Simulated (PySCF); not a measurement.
C5H6O3.
SMILES: `O=C1C=C(CO)CO1`

Computed with PySCF at PBE0/def2-SVPD, non-relativistic, on one gas-phase PBE0-D3(BJ)/def2-SVP geometry that isn't relaxed in the solvent. The solvent is an IEF-PCM continuum (cavity from Bondi-type radii × 1.2), and excitations are vertical TDDFT with non-equilibrium linear response and a frozen core. Specific hydrogen bonds and non-electrostatic terms are outside this model.

Gas-phase singlets (H = HOMO, L = LUMO):

```tsv
state	E (eV)	λ (nm)	f	leading configurations
S1	4.848	256	0.000	H→L 96%
S2	6.052	205	0.023	H-2→L 87%, H-3→L 10%
S3	6.161	201	0.275	H-1→L 85%
S4	6.689	185	0.107	H-3→L 79%, H-1→L 9%
S5	7.294	170	0.006	H→L+1 45%, H-1→L+1 23%, H-2→L+1 13%
```

Problem. How does the list change in methanol (ε = 32.61)?

Solution. 
```csv
state,E (eV),λ (nm),f,leading configurations,change by rank (eV)
S1,5.303,234,0.001,"H-1→L 81%, H-2→L 16%",+0.455
S2,5.842,212,0.090,"H-2→L 53%, H→L 33%, H-1→L 11%",-0.210
S3,6.193,200,0.394,"H→L 63%, H-2→L 27%",+0.032
S4,6.710,185,0.034,H-3→L 95%,+0.021
S5,7.323,169,0.018,"H-4→L 84%, H-5→L 8%",+0.029
```

Problem. How do the frontier levels move from gas to methanol?

Solution. 
| orbital | gas (eV) | solvent (eV) | change (eV) |
| --- | --- | --- | --- |
| LUMO+2 | 0.82 | 1.06 | +0.24 |
| LUMO+1 | 0.09 | 0.68 | +0.59 |
| LUMO | -1.56 | -1.35 | +0.21 |
| HOMO | -8.12 | -8.11 | +0.01 |
| HOMO-1 | -8.32 | -8.36 | -0.04 |
| HOMO-2 | -8.85 | -8.59 | +0.26 |
| HOMO-3 | -9.31 | -9.16 | +0.15 |

The HOMO–LUMO gap goes from 6.56 to 6.76 eV. Rows go by rank; for HOMO-3, HOMO-2, HOMO-1, HOMO, LUMO+1 and LUMO+2 the atom shares or the degeneracy differ between the runs, so the row needn't follow one orbital.

Rough CPU time on one thread of a shared machine: about 50 s. This is the whole response run at PBE0/def2-SVPD in methanol, SCF included.

Conformer computed: `[O:1]=[C:2]1[CH:3]=[C:4]([CH2:5][OH:6])[CH2:7][O:8]1`: C3–C4–C5–O6 -133°, H–O6–C5–C4 68°.
